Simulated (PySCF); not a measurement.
**SMILES c1c(NC)ccc(Cl)c1, C$_{7}$H$_{8}$ClN**

Geometry:
```
atom   x (Å)   y (Å)   z (Å)
  C1   1.949   0.010   0.195
  N2   0.841  -0.882   0.360
  C3  -0.454  -0.448   0.502
  C4  -0.770   0.910   0.691
  C5  -2.090   1.318   0.863
  C6  -3.122   0.385   0.841
 Cl7  -4.768   0.898   1.051
  C8  -2.831  -0.966   0.647
  C9  -1.516  -1.374   0.481
 H10   2.073   0.662   1.076
 H11   1.859   0.665  -0.695
 H12   2.873  -0.576   0.094
 H13   0.953  -1.822   0.009
 H14   0.019   1.663   0.705
 H15  -2.323   2.374   1.010
 H16  -3.642  -1.697   0.628
 H17  -1.298  -2.436   0.335
```

Computed, not measured: PySCF 2.14.0, quadratic response CAM-B3LYP/aug-cc-pVDZ first hyperpolarisability, Taylor convention, gas phase. Geometry: PBE0-D3(BJ)/def2-SVP.

Task: Give the tensor of the static β(0;0,0) in the axes of these coordinates.

Result: In au, Taylor convention; rows are the first index (the induced dipole):
```
       xx     yy     zz      xy     xz     yz
x  +242.7  -27.9  -24.6  -109.9  -18.1  +21.1
y  -109.9   +9.9  -39.4   -27.9  +21.1  +15.7
z   -18.1  +15.7  +24.1   +21.1  -24.6  -39.4
```
Norm of βᵢ = ⅓ Σⱼ (βᵢⱼⱼ + βⱼᵢⱼ + βⱼⱼᵢ): 236.8 au, hyper-Rayleigh value 121.1 au.
